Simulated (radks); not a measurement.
Task: These are the eigenvalues of the occupied orbitals of an atom or ion with whole-number occupations (eV). All-electron calculation, Dirac Kohn-Sham, PBE, spin-unpolarised, spherical densities, point nucleus. Program: a radial shooting solver on a logarithmic mesh with Libxc functionals.

| orbital | eigenvalue |
|---|---|
| 1s1/2 | -19951.04 |
| 2s1/2 | -3749.616 |
| 2p1/2 | -3543.214 |
| 2p3/2 | -3445.595 |
| 3s1/2 | -1361.547 |
| 3p1/2 | -1288.664 |
| 3p3/2 | -1266.588 |

Which element is it, and in what charge state? The configuration may be excited. Open shells, if any, fill j = l - 1/2 first.

Result: Z = 41, niobium, charge +25: Nb25+ in [Ne] 3s2 3p4. The list shows which subshells hold electrons but not how many an open one holds; the 1s level, -733.19 hartree, gives Z - s = 38.3 by -(Z - s)^2/2, which with screening and relativity narrows Z to a few neighbours, and the depths of the outer levels then fix element, charge and occupations together.
